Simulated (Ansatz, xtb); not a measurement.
# C4H6Mg: where a starting geometry ends

The starting geometry of this gas-phase singlet was built from a drawn formula by distance geometry and a force field; its bonds are those of `C1[C@H]2C[C@@H]1[Mg]2`.

```xyz
11

C    -1.5544    0.9351   -2.4888
C    -0.2150    1.4283   -1.8483
C     0.2702    0.0212   -1.7177
C    -0.6024   -0.1374   -2.9563
Mg    0.5920    1.4846   -3.8516
H    -2.3071    0.5647   -1.7009
H    -1.9436    1.6013   -3.2901
H    -0.3793    1.9951   -0.8926
H    -0.1227   -0.5539   -0.8178
H     1.3288   -0.0514   -1.9291
H    -1.0230   -1.1296   -3.1972
```

Q: Predict what it relaxes into with r2SCAN-D4/def2-SVP.

A: It keeps its bonds, and is `C1[C@H]2C[C@@H]1[Mg]2`.

The energy falls by 0.97 eV over 7 steps:

| step | E − E(last) (eV) |
| --- | --- |
| 1 | 0.973 |
| 2 | 0.120 |
| 3 | 0.022 |
| 4 | 0.004 |
| 5 | 0.001 |
| 6 | 0.000 |
| 7 | 0.000 |

Final geometry (Å):

```xyz
11

C    -1.4896    0.9437   -2.4988
C    -0.2259    1.5306   -1.8114
C     0.2588    0.0549   -1.7806
C    -0.5884   -0.1909   -3.0594
Mg    0.5537    1.4570   -3.8000
H    -2.1411    0.5063   -1.7055
H    -2.1508    1.5522   -3.1463
H    -0.2764    2.1581   -0.9117
H    -0.2482   -0.4562   -0.9280
H     1.3304   -0.2176   -1.7162
H    -0.9791   -1.1801   -3.3324
```

From the same start GFN2-xTB reaches the same bonding as this run.

The end wasn't checked by frequencies. Run with Ansatz 0.2.0, 18 s on 2 threads of Intel(R) Xeon(R) Processor @ 2.70GHz (shared host).
